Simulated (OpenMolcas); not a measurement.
Pt2+ (d8) among equal point charges was computed by CASSCF with the d shell active (OpenMolcas, ANO-RCC-VDZP on the metal). Its lowest spin-free states, and all those of the highest spin:

```json
{"2S+1": "3", "Degeneracy": "1", "E (cm-1)": "0.0"}
{"2S+1": "3", "Degeneracy": "1", "E (cm-1)": "8595"}
{"2S+1": "3", "Degeneracy": "2", "E (cm-1)": "12040"}
{"2S+1": "1", "Degeneracy": "2", "E (cm-1)": "12058"}
{"2S+1": "3", "Degeneracy": "1", "E (cm-1)": "15326"}
{"2S+1": "1", "Degeneracy": "1", "E (cm-1)": "16814"}
{"2S+1": "3", "Degeneracy": "2", "E (cm-1)": "18528"}
{"2S+1": "1", "Degeneracy": "2", "E (cm-1)": "22277"}
{"2S+1": "3", "Degeneracy": "1", "E (cm-1)": "23538"}
{"2S+1": "1", "Degeneracy": "1", "E (cm-1)": "24736"}
{"2S+1": "1", "Degeneracy": "1", "E (cm-1)": "25732"}
{"2S+1": "1", "Degeneracy": "2", "E (cm-1)": "27092"}
{"2S+1": "3", "Degeneracy": "2", "E (cm-1)": "37991"}
```

Is the site octahedral, tetrahedral or cube-like, axial, or of lower symmetry?

The states with 2S+1 = 3 have orbital degeneracies 1, 1, 2, 1, 2, 1, 2. There are pairs but no triples, so the site is axial: not cubic, but with a proper or improper axis of order three or more. The run had Pt2+ among 6 point charges of -1.7 e arranged as a trigonal antiprism (D3d), 2.09 Å from the ion, with a polar angle of 65.7° against the regular 54.74°.

Without dynamic correlation the repulsion within the d shell is too large (B by tens of per cent), so at a given field states of lower spin stand too high. Real 4d8 and 5d8 ions are as a rule square planar and diamagnetic. Point charges carry no covalency, so the field is a model and not that of real ligands. No measured value stands beside these numbers.
